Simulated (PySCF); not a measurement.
BH5NSi, BH4OSi (calculated)

All values are calculated (PySCF 2.14.0). Calculation on a computer-drawn molecule: the log of a Hartree-Fock and frozen-core CCSD(T) single point meant for a local Hartree-Fock minimum, with one planted fault or none, to be diagnosed. Offsets are logged minus clean, where the clean run is the same molecule without the fault. The reference is restricted for singlets and unrestricted otherwise, and also for a bond in bohr or an excited solution. Adding or removing an electron swaps singlet and doublet. The excited solution moves the top pair (singlet) or top alpha electron (doublet) to the lowest empty orbital. Highest occupied and lowest empty are orbital energies over both spins, largest force is the largest gradient component, triples share is (T) over the correlation energy, the T1 limit is 0.02 restricted and 0.045 unrestricted, electrons count all cores, a negative frequency is imaginary (commonest isotopes), and the dipole is about the centre of nuclear charge.

Common to all runs: meant charge 0; meant multiplicity 2; meant basis cc-pV(D+d)Z; logged SCF converged yes; logged CC converged yes; logged SCF stable within its kind yes; possible faults no fault, one electron removed, one electron added, multiplicity raised by two, geometry at a saddle point, SCF held on an excited solution, minimal basis STO-3G, one bond length entered in bohr, all coordinates scaled.

```yaml
- entry: 1
  formula: BH5NSi
  logged_structure:
    atoms_angstrom:
      - [B, 0.663, -0.9607, 1.1268]
      - [Si, -0.7019, 0.0373, 0.038]
      - ["N", -0.0238, 0.4497, -1.4957]
      - [H, 0.696, -1.7884, 1.9868]
      - [H, -1.0906, 1.1907, 0.9036]
      - [H, -1.9442, -0.7237, -0.2427]
      - [H, -0.6173, 0.867, -2.1892]
      - [H, 0.8831, 0.8785, -1.5189]
  given:
    logged_electrons: 31
    logged_basis_functions: 76
    logged_spin_squared: 0.7579
    "logged_highest_occupied [eV]": -8.7482
    "logged_lowest_empty [eV]": 1.3133
    "logged_largest_force [hartree/bohr]": 3.4864e-05
    "logged_lowest_frequency [cm^-1]": 200.31
    logged_T1_diagnostic: 0.012585
    logged_D1_diagnostic: 0.03123
    logged_triples_share: 0.023724
    "logged_dipole_magnitude [debye]": 0.96209
    "logged_energy_HF [hartree]": -370.92196
    "logged_energy_CCSD(T) [hartree]": -371.30742
    drawn_bonds_atom: [1, 2, 1, 2, 2, 3, 3]
    drawn_bonds_other_atom: [2, 3, 4, 5, 6, 7, 8]
    drawn_bonds_order: [1, 1, 1, 1, 1, 1, 1]
  results:
    planted_fault: "no fault"
    "HF_energy_offset_from_clean_run [kcal/mol]": 0.0
    "CCSD(T)_energy_offset_from_clean_run [kcal/mol]": 0.0
- entry: 2
  formula: BH5NSi
  logged_structure:
    atoms_angstrom:
      - [B, 0.663, -0.9607, 1.1268]
      - [Si, -0.7019, 0.0373, 0.038]
      - ["N", -0.0238, 0.4497, -1.4957]
      - [H, 0.696, -1.7884, 1.9868]
      - [H, -1.0906, 1.1907, 0.9036]
      - [H, -3.0495, -1.4007, -0.4925]
      - [H, -0.6173, 0.867, -2.1892]
      - [H, 0.8831, 0.8785, -1.5189]
  given:
    logged_electrons: 31
    logged_basis_functions: 76
    logged_spin_squared: 1.4286
    "logged_highest_occupied [eV]": -8.7684
    "logged_lowest_empty [eV]": 1.0659
    "logged_largest_force [hartree/bohr]": 0.01064
    logged_T1_diagnostic: 0.043239
    logged_D1_diagnostic: 0.17336
    logged_triples_share: 0.030949
    "logged_dipole_magnitude [debye]": 1.1984
    "logged_energy_HF [hartree]": -370.81731
    "logged_energy_CCSD(T) [hartree]": -371.1958
    drawn_bonds_atom: [1, 2, 1, 2, 2, 3, 3]
    drawn_bonds_other_atom: [2, 3, 4, 5, 6, 7, 8]
    drawn_bonds_order: [1, 1, 1, 1, 1, 1, 1]
  results:
    planted_fault: "one bond length entered in bohr, row 5 of the drawn bonds"
    "HF_energy_offset_from_clean_run [kcal/mol]": 65.67
    "CCSD(T)_energy_offset_from_clean_run [kcal/mol]": 70.04
- entry: 3
  formula: BH4OSi
  logged_structure:
    atoms_angstrom:
      - [B, 0.9276, 0.8332, -1.457]
      - [Si, 1.6733, 2.5708, -0.771]
      - [O, 0.5451, 3.7811, -0.7347]
      - [H, 1.1998, -0.3285, -1.4497]
      - [H, 2.7915, 2.9024, -1.6924]
      - [H, 2.1863, 2.4859, 0.6109]
      - [H, -0.0417, 3.8701, -1.4705]
  given:
    logged_electrons: 31
    logged_basis_functions: 71
    logged_spin_squared: 0.7585
    "logged_highest_occupied [eV]": -8.9805
    "logged_lowest_empty [eV]": 1.0267
    "logged_largest_force [hartree/bohr]": 3.9967e-05
    "logged_lowest_frequency [cm^-1]": 215.94
    logged_T1_diagnostic: 0.013521
    logged_D1_diagnostic: 0.032838
    logged_triples_share: 0.021506
    "logged_dipole_magnitude [debye]": 1.3585
    "logged_energy_HF [hartree]": -390.76981
    "logged_energy_CCSD(T) [hartree]": -391.16205
    drawn_bonds_atom: [1, 2, 1, 2, 2, 3]
    drawn_bonds_other_atom: [2, 3, 4, 5, 6, 7]
    drawn_bonds_order: [1, 1, 1, 1, 1, 1]
  results:
    planted_fault: "no fault"
    "HF_energy_offset_from_clean_run [kcal/mol]": 0.0
    "CCSD(T)_energy_offset_from_clean_run [kcal/mol]": 0.0
- entry: 4
  formula: BH4OSi
  logged_structure:
    atoms_angstrom:
      - [B, 0.9276, 0.8332, -1.457]
      - [Si, 1.6733, 2.5708, -0.771]
      - [O, 0.5451, 3.7811, -0.7347]
      - [H, 1.1998, -0.3285, -1.4497]
      - [H, 2.7915, 2.9024, -1.6924]
      - [H, 2.1863, 2.4859, 0.6109]
      - [H, -0.0417, 3.8701, -1.4705]
  given:
    logged_electrons: 31
    logged_basis_functions: 71
    logged_spin_squared: 3.7629
    "logged_highest_occupied [eV]": -8.3916
    "logged_lowest_empty [eV]": -1.6056
    "logged_largest_force [hartree/bohr]": 0.03565
    logged_T1_diagnostic: 0.0281
    logged_D1_diagnostic: 0.14799
    logged_triples_share: 0.024761
    "logged_dipole_magnitude [debye]": 1.7005
    "logged_energy_HF [hartree]": -390.65162
    "logged_energy_CCSD(T) [hartree]": -391.03724
    drawn_bonds_atom: [1, 2, 1, 2, 2, 3]
    drawn_bonds_other_atom: [2, 3, 4, 5, 6, 7]
    drawn_bonds_order: [1, 1, 1, 1, 1, 1]
  results:
    planted_fault: "multiplicity raised by two"
    "HF_energy_offset_from_clean_run [kcal/mol]": 74.16
    "CCSD(T)_energy_offset_from_clean_run [kcal/mol]": 78.32
- entry: 5
  formula: BH4OSi
  logged_structure:
    atoms_angstrom:
      - [B, 0.9276, 0.8332, -1.457]
      - [Si, 1.6733, 2.5708, -0.771]
      - [O, 0.5451, 3.7811, -0.7347]
      - [H, 1.1998, -0.3285, -1.4497]
      - [H, 2.7915, 2.9024, -1.6924]
      - [H, 2.1863, 2.4859, 0.6109]
      - [H, -0.0417, 3.8701, -1.4705]
  given:
    logged_electrons: 30
    logged_basis_functions: 71
    logged_spin_squared: 0.0
    "logged_highest_occupied [eV]": -17.696
    "logged_lowest_empty [eV]": -6.8122
    "logged_largest_force [hartree/bohr]": 0.077041
    logged_T1_diagnostic: 0.01692
    logged_D1_diagnostic: 0.03895
    logged_triples_share: 0.022619
    "logged_dipole_magnitude [debye]": 7.6808
    "logged_energy_HF [hartree]": -390.48022
    "logged_energy_CCSD(T) [hartree]": -390.86456
    drawn_bonds_atom: [1, 2, 1, 2, 2, 3]
    drawn_bonds_other_atom: [2, 3, 4, 5, 6, 7]
    drawn_bonds_order: [1, 1, 1, 1, 1, 1]
  results:
    planted_fault: "one electron removed"
    "HF_energy_offset_from_clean_run [kcal/mol]": 181.7
    "CCSD(T)_energy_offset_from_clean_run [kcal/mol]": 186.7
- entry: 6
  formula: BH4OSi
  logged_structure:
    atoms_angstrom:
      - [B, 0.9276, 0.8332, -1.457]
      - [Si, 1.6733, 2.5708, -0.771]
      - [O, 0.5451, 3.7811, -0.7347]
      - [H, 1.1998, -0.3285, -1.4497]
      - [H, 2.7915, 2.9024, -1.6924]
      - [H, 2.1863, 2.4859, 0.6109]
      - [H, -0.5639, 3.9493, -2.1251]
  given:
    logged_electrons: 31
    logged_basis_functions: 71
    logged_spin_squared: 1.5706
    "logged_highest_occupied [eV]": -9.0884
    "logged_lowest_empty [eV]": 0.91082
    "logged_largest_force [hartree/bohr]": 0.02334
    logged_T1_diagnostic: 0.070373
    logged_D1_diagnostic: 0.33982
    logged_triples_share: 0.035667
    "logged_dipole_magnitude [debye]": 1.475
    "logged_energy_HF [hartree]": -390.63275
    "logged_energy_CCSD(T) [hartree]": -391.01456
    drawn_bonds_atom: [1, 2, 1, 2, 2, 3]
    drawn_bonds_other_atom: [2, 3, 4, 5, 6, 7]
    drawn_bonds_order: [1, 1, 1, 1, 1, 1]
  results:
    planted_fault: "one bond length entered in bohr, row 6 of the drawn bonds"
    "HF_energy_offset_from_clean_run [kcal/mol]": 86.0
    "CCSD(T)_energy_offset_from_clean_run [kcal/mol]": 92.55
  notes: ["T1 above single-reference limit"]
```
